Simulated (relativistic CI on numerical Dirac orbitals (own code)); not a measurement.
# Crystal-field levels of Cr3+, 3d3

Calculated by Dirac-Coulomb-Breit CI, KLI orbitals optimised for each configuration, model QED, one configuration in a parametric crystal field, unscaled Slater integrals (own radial code). With so little scaling, terms lie 10 to 35 % too far apart, which can change the order of excited levels.

Field parameters in Wybourne normalisation: Td as Oh with Dq negative (B⁴₀ = 21Dq, B⁴₄ = √(5/14) B⁴₀). The field is a parameter set, without covalency.

S is read from ⟨S²⟩ = S(S + 1).

Levels (cm⁻¹, degeneracy): 0 (4), 42 (2), 321 (4), 498 (2), 3483 (4), 16184 (2), 16214 (4), 16357 (2), 16367 (4), 18811 (2), 18968 (4), 19483 (2).

(1) Which field gives this pattern?
A. Td, 10Dq = -4750 cm⁻¹
B. Td, 10Dq = -9150 cm⁻¹
C. Td, 10Dq = -1800 cm⁻¹
D. Td, 10Dq = -17950 cm⁻¹

## Answers

(1) D. Td, 10Dq = -17950 cm⁻¹, ground level with S = 1.49.
